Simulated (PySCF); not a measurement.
# Polarisability and C₆ of Hf⁺ (hafnium, charge +1)

[Xe] 4f14 5d1 6s2, 2D determinant. All numbers are calculated (PySCF 2.14, scalar relativity by spin-free X2C-1e, in ANO-RCC-VTZP (8s7p5d3f2g1h, 104 functions)). Coupled (time-dependent) response in atomic units; α is the mean over directions. The basis has no added diffuse functions, which lowers α and C₆.

```tsv
method	mean α (bohr³)	α xx, yy, zz	C₆ (like pair)	S(−4)
BP86	47.85	47.03, 47.03, 49.50	438.8	987.0
```

S(−4) is the Cauchy moment in α(ω) = α(0) + S(−4) ω² + …

Spin-orbit coupling is absent.

α(iu) at BP86:

```
u (hartree)  α(iu) (bohr³)
          0          47.85
     0.0500          45.53
      0.100          39.91
      0.200          27.55
      0.300          19.09
      0.500          10.98
      0.750          7.032
       1.00          5.156
       1.50          3.286
       2.00          2.334
       3.00          1.391
       5.00         0.6902
```

A single London oscillator, α(iu) = α/(1 + u²/ω²), gives C₆ = (3/4) ω α². Matching the computed C₆ needs ω = 4 × 438.8 / (3 × 47.85²) = 0.256 hartree.

For an ion, C₆ is the dispersion term alone; charge-induced terms of lower order in 1/R come first.

The components differ because the open shell of this determinant is not spherical; for a pure term their mean is the scalar polarisability.

⟨L²⟩ = 8.02 against 6 for a pure D term, so this real determinant mixes terms. Spin-orbit coupling, absent here, splits the open shell strongly. ⟨S²⟩ = 1.28 against 0.75 shows spin contamination. The s, p, d and f populations moved away from the nominal configuration during the SCF.
